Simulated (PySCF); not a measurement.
## Calculated data, GeH5O2Si, CH6BGeO, B2Ge2H8, CH5AlBGe and others

All values are calculated (PySCF 2.14.0). Calculation on a computer-drawn molecule: optimised geometry and harmonic frequencies of an isolated molecule of the commonest isotopes, restricted reference for singlets and unrestricted otherwise, frozen core in MP2; on germanium a core potential holds 10 electrons, which the energies leave out, and 3d is frozen in MP2 and coupled-cluster steps.

Common to all runs: method HF; basis and core potential on germanium cc-pVDZ-PP ECP10MDF.

(1) GeH5O2Si

Start structure:
```xyz
9
GeH5O2Si
O     -0.8451    -0.4400     1.7908
Si    -0.8775    -0.2172     0.2045
O     -0.5172     1.3853     0.1237
Ge    -3.1141    -0.5180    -0.6490
H     -1.0291    -1.2748     2.1627
H     -0.3222     1.9055     0.8890
H     -3.5376    -1.7979    -0.2292
H     -4.2871     0.4572    -0.4754
H     -3.0994    -0.5684    -2.1666
```

- charge: 0
- multiplicity: 2
- basis: cc-pV(D+d)Z
- rotational constants: 6.691, 1.735, 1.468 GHz
- total energy: -735.0042 hartree
- spin squared: 0.7604
- convergence status largest gradient component: 2.601e-05 hartree/bohr

Drawn bonds:
| atom | other atom | order |
| --- | --- | --- |
| 1 | 2 | 1 |
| 2 | 3 | 1 |
| 2 | 4 | 1 |
| 1 | 5 | 1 |
| 3 | 6 | 1 |
| 4 | 7 | 1 |
| 4 | 8 | 1 |
| 4 | 9 | 1 |

Optimised structure:
```xyz
9
GeH5O2Si
O     -0.9974    -0.3578     1.9344
Si    -0.9688    -0.1804     0.2853
O     -0.5759     1.3985     0.0303
Ge    -3.1367    -0.5600    -0.7307
H     -1.0012    -1.2307     2.2981
H     -0.1154     1.8614     0.7165
H     -3.5760    -2.0057    -0.4512
H     -4.2143     0.3855    -0.1825
H     -3.0437    -0.3791    -2.2497
```

Modes:
| frequency (cm⁻¹) | reduced mass (dalton) |
| --- | --- |
| 91.74 | 1.097 |
| 108.1 | 2.273 |
| 161.9 | 2.356 |
| 183.6 | 2.49 |
| 253.9 | 1.158 |
| 316.9 | 3.211 |
| 367.4 | 5.563 |
| 499.5 | 1.127 |
| 517.2 | 1.36 |
| 814.7 | 2.451 |
| 833.7 | 1.302 |
| 877.8 | 1.108 |
| 908.6 | 2.594 |
| 948 | 1.797 |
| 961.3 | 1.061 |
| 963.6 | 1.218 |
| 2195 | 1.023 |
| 2201 | 1.02 |
| 2218 | 1.016 |
| 4151 | 1.067 |
| 4172 | 1.067 |

(2) CH6BGeO

Start structure:
```xyz
10
CH6BGeO
O     -0.0119    -1.1847    -0.5935
C     -0.1890    -1.9249     0.6279
B     -0.6187    -1.1732     1.8815
Ge    -0.7685     0.8063     2.1904
H      0.7230    -0.5169    -0.3875
H      0.6461    -2.6991     0.7632
H     -1.0042    -2.6757     0.3895
H      0.2417     1.2519     3.2198
H     -0.6436     1.7615     1.1171
H     -2.1207     1.1411     2.8718
```

* charge: 0
* multiplicity: 2
* basis: cc-pVDZ
* rotational constants: 13.47, 1.805, 1.645 GHz
* total energy: -434.1986 hartree
* spin squared: 0.7571
* convergence status largest gradient component: 1.861e-06 hartree/bohr

Drawn bonds:
| atom | other atom | order |
| --- | --- | --- |
| 1 | 2 | 1 |
| 2 | 3 | 1 |
| 3 | 4 | 1 |
| 1 | 5 | 1 |
| 2 | 6 | 1 |
| 2 | 7 | 1 |
| 4 | 8 | 1 |
| 4 | 9 | 1 |
| 4 | 10 | 1 |

Optimised structure:
```xyz
10
CH6BGeO
O     -0.3328    -1.2669    -0.6129
C     -0.1769    -1.9733     0.6005
B     -0.3586    -1.1611     1.9284
Ge    -0.6761     0.8567     2.3154
H      0.2770    -0.5450    -0.6373
H      0.7931    -2.4938     0.6418
H     -0.9218    -2.7754     0.5872
H     -0.0937     1.2688     3.6709
H     -0.0653     1.7765     1.2432
H     -2.1908     1.0998     2.3428
```

Modes:
| frequency (cm⁻¹) | reduced mass (dalton) |
| --- | --- |
| 51.64 | 1.509 |
| 106.4 | 2.482 |
| 126.4 | 1.756 |
| 292.2 | 1.139 |
| 436.8 | 2.9 |
| 460.2 | 1.492 |
| 496.8 | 1.478 |
| 662.3 | 2.272 |
| 747.4 | 1.74 |
| 904.1 | 1.04 |
| 954.6 | 1.026 |
| 973 | 1.023 |
| 1021 | 6.097 |
| 1176 | 3.811 |
| 1245 | 1.053 |
| 1417 | 1.382 |
| 1494 | 1.28 |
| 1534 | 1.067 |
| 2178 | 1.022 |
| 2207 | 1.022 |
| 2226 | 1.015 |
| 3112 | 1.071 |
| 3202 | 1.086 |
| 4150 | 1.067 |

(3) B2Ge2H8

Start structure:
```xyz
12
B2Ge2H8
Ge    -1.5079     0.5820     2.7221
B     -1.1966     0.4650     0.7086
B     -0.4100     1.7241     0.1003
Ge     1.5674     1.5764     0.3688
H     -2.8527     0.4666     3.0680
H     -1.1343     1.9192     3.4166
H     -0.7245    -0.4506     3.5317
H     -1.4036    -0.6389     0.2914
H     -0.8563     2.7008    -0.2268
H      2.2090     0.4489     0.9827
H      2.1183     2.7520     1.1712
H      2.3279     1.8421    -0.9419
```

- charge: 0
- multiplicity: 1
- basis: cc-pVDZ
- rotational constants: 8.802, 0.5877, 0.5689 GHz
- total energy: -640.7155 hartree
- convergence status largest gradient component: 6.839e-06 hartree/bohr

Drawn bonds:
| atom | other atom | order |
| --- | --- | --- |
| 1 | 2 | 1 |
| 2 | 3 | 1 |
| 3 | 4 | 1 |
| 1 | 5 | 1 |
| 1 | 6 | 1 |
| 1 | 7 | 1 |
| 2 | 8 | 1 |
| 3 | 9 | 1 |
| 4 | 10 | 1 |
| 4 | 11 | 1 |
| 4 | 12 | 1 |

Optimised structure:
```xyz
12
B2Ge2H8
Ge    -1.6793     0.5108     2.9302
B     -1.1152     0.4638     0.9092
B     -0.2699     1.7023     0.2095
Ge     1.8284     1.7483     0.2066
H     -3.2113     0.4531     3.0255
H     -1.2100     1.7699     3.6738
H     -1.1083    -0.7096     3.6665
H     -1.4187    -0.5314     0.3079
H     -0.8111     2.6463    -0.3006
H      2.4738     0.5561     0.9279
H      2.3294     3.0330     0.8819
H      2.3288     1.7450    -1.2457
```

Modes:
| frequency (cm⁻¹) | reduced mass (dalton) |
| --- | --- |
| 46.2 | 5.827 |
| 63.52 | 1.113 |
| 66.97 | 1.093 |
| 160.1 | 2.328 |
| 173 | 2.287 |
| 430.3 | 2.037 |
| 452.7 | 1.036 |
| 505.8 | 1.181 |
| 515.3 | 1.193 |
| 550.1 | 1.385 |
| 554.6 | 3.708 |
| 768.7 | 1.246 |
| 770.5 | 1.584 |
| 888 | 1.054 |
| 895.6 | 1.354 |
| 916.8 | 1.119 |
| 932.7 | 1.229 |
| 960.6 | 1.03 |
| 968.3 | 1.032 |
| 977.6 | 1.042 |
| 980.5 | 1.072 |
| 1100 | 3.633 |
| 2194 | 1.023 |
| 2194 | 1.023 |
| 2197 | 1.023 |
| 2198 | 1.023 |
| 2212 | 1.012 |
| 2216 | 1.012 |
| 2693 | 1.088 |
| 2705 | 1.096 |

(4) CH5AlBGe

Start structure:
```xyz
9
CH5AlBGe
Al     0.3869     0.4954     1.4895
C      0.6758     0.9542    -0.3615
B     -0.0192     0.0269    -1.1526
Ge    -1.0927    -1.5604    -1.5554
H      0.8724     1.4259     2.7348
H     -0.2983    -0.7227     2.0562
H      1.2223     1.8250    -0.5942
H     -0.4144    -2.6254    -2.5567
H     -2.3669    -1.2730    -2.4396
```

- charge: 0
- multiplicity: 2
- basis: cc-pV(D+d)Z
- rotational constants: 13.54, 1.084, 1.017 GHz
- total energy: -600.6851 hartree
- spin squared: 0.7602
- convergence status largest gradient component: 6.581e-06 hartree/bohr

Drawn bonds:
| atom | other atom | order |
| --- | --- | --- |
| 1 | 2 | 1 |
| 2 | 3 | 2 |
| 3 | 4 | 1 |
| 1 | 5 | 1 |
| 1 | 6 | 1 |
| 2 | 7 | 1 |
| 4 | 8 | 1 |
| 4 | 9 | 1 |

Optimised structure:
```xyz
9
CH5AlBGe
Al     0.4321     0.5710     1.6434
C      0.5712     0.8820    -0.2565
B     -0.0863    -0.0798    -0.9949
Ge    -1.1269    -1.6208    -1.8090
H      1.1175     1.5599     2.6693
H     -0.3755    -0.6848     2.1711
H      1.1221     1.7394    -0.6273
H     -0.2896    -2.6034    -2.6243
H     -2.3987    -1.2177    -2.5514
```

Modes:
| frequency (cm⁻¹) | reduced mass (dalton) |
| --- | --- |
| 70.06 | 6.008 |
| 100.6 | 1.095 |
| 166.6 | 1.099 |
| 260.1 | 2.831 |
| 321.9 | 2.563 |
| 397.1 | 4.629 |
| 473.5 | 1.092 |
| 582 | 1.68 |
| 593.3 | 1.239 |
| 621.1 | 1.143 |
| 658.1 | 1.251 |
| 701 | 4.371 |
| 844.1 | 1.071 |
| 888.5 | 1.312 |
| 933.8 | 1.03 |
| 1641 | 8.878 |
| 1971 | 1.052 |
| 1984 | 1.032 |
| 2237 | 1.016 |
| 2238 | 1.025 |
| 3346 | 1.093 |

(5) BGeH6N2

Start structure:
```xyz
10
BGeH6N2
N     -0.8855    -1.2541     1.4194
B     -0.0586    -0.6965     0.4382
N      1.1550    -1.0536     0.0294
Ge    -0.6399     1.2105    -0.3109
H     -1.7545    -0.8925     1.7016
H     -0.6700    -2.1075     1.8977
H      1.7629    -0.5267    -0.6547
H      1.6472    -1.9152     0.2631
H      0.0072     2.1751    -1.3220
H     -2.0082     1.9636    -0.0139
```

- charge: 1
- multiplicity: 1
- basis: cc-pVDZ
- rotational constants: 8.401, 2.583, 1.976 GHz
- total energy: -430.2842 hartree
- convergence status largest gradient component: 2.9e-05 hartree/bohr

Drawn bonds:
| atom | other atom | order |
| --- | --- | --- |
| 1 | 2 | 1 |
| 2 | 3 | 1 |
| 2 | 4 | 1 |
| 1 | 5 | 1 |
| 1 | 6 | 1 |
| 3 | 7 | 1 |
| 3 | 8 | 1 |
| 4 | 9 | 1 |
| 4 | 10 | 1 |

Optimised structure:
```xyz
10
BGeH6N2
N     -0.8824    -1.2241     1.3909
B     -0.0314    -0.6186     0.4757
N      1.1993    -1.0508    -0.0006
Ge    -0.7119     1.2402    -0.3113
H     -1.7614    -0.8599     1.6917
H     -0.6586    -2.1007     1.8231
H      1.7671    -0.5636    -0.6611
H      1.6121    -1.9126     0.3031
H      0.0556     2.0881    -1.3174
H     -2.0328     1.9051     0.0539
```

Modes:
| frequency (cm⁻¹) | reduced mass (dalton) |
| --- | --- |
| 115.3 | 1.068 |
| 188.7 | 2.521 |
| 279.7 | 4.837 |
| 316.4 | 1.871 |
| 355.3 | 1.088 |
| 492.4 | 2.626 |
| 493.3 | 1.236 |
| 509.8 | 1.101 |
| 526.9 | 1.143 |
| 631.5 | 1.4 |
| 677.8 | 1.358 |
| 942.1 | 1.222 |
| 966.2 | 1.045 |
| 1007 | 1.906 |
| 1270 | 3.001 |
| 1539 | 3.038 |
| 1760 | 1.148 |
| 1765 | 1.394 |
| 2284 | 1.017 |
| 2299 | 1.025 |
| 3791 | 1.054 |
| 3797 | 1.055 |
| 3907 | 1.096 |
| 3907 | 1.095 |

(6) AlGeH5N

Start structure:
```xyz
8
AlGeH5N
N     -2.5894    -0.3973     1.9013
Ge    -1.4152    -0.9441     0.8010
Al     0.2402     1.0445     1.2361
H     -2.4617     0.4680     2.4572
H     -3.4705    -0.8040     2.0895
H     -1.9830    -2.2362     0.2990
H     -0.5486     1.9736     2.2485
H      1.6267     1.1674     0.5685
```

* charge: 1
* multiplicity: 1
* basis: cc-pV(D+d)Z
* rotational constants: 15.2, 2.569, 2.198 GHz
* total energy: -592.4247 hartree
* convergence status largest gradient component: 1.585e-05 hartree/bohr

Drawn bonds:
| atom | other atom | order |
| --- | --- | --- |
| 1 | 2 | 1 |
| 2 | 3 | 1 |
| 1 | 4 | 1 |
| 1 | 5 | 1 |
| 2 | 6 | 1 |
| 3 | 7 | 1 |
| 3 | 8 | 1 |

Optimised structure:
```xyz
8
AlGeH5N
N     -2.9163    -0.4999     1.9971
Ge    -1.4466    -0.6538     1.0629
Al     0.4250     1.1596     1.2058
H     -3.1066     0.2685     2.6155
H     -3.6638    -1.1724     1.9737
H     -1.5467    -1.9457     0.2618
H      0.0245     2.2821     2.2051
H      1.6289     0.8336     0.2794
```

Modes:
| frequency (cm⁻¹) | reduced mass (dalton) |
| --- | --- |
| 35.78 | 1.111 |
| 118.4 | 3.296 |
| 277.1 | 11.5 |
| 322.7 | 1.127 |
| 443 | 1.138 |
| 570.4 | 1.177 |
| 606.8 | 1.163 |
| 709.4 | 1.02 |
| 712.7 | 1.062 |
| 756 | 1.059 |
| 852.1 | 4.94 |
| 947.3 | 1.208 |
| 1685 | 1.118 |
| 2085 | 1.017 |
| 2126 | 1.069 |
| 2280 | 1.021 |
| 3750 | 1.05 |
| 3861 | 1.1 |
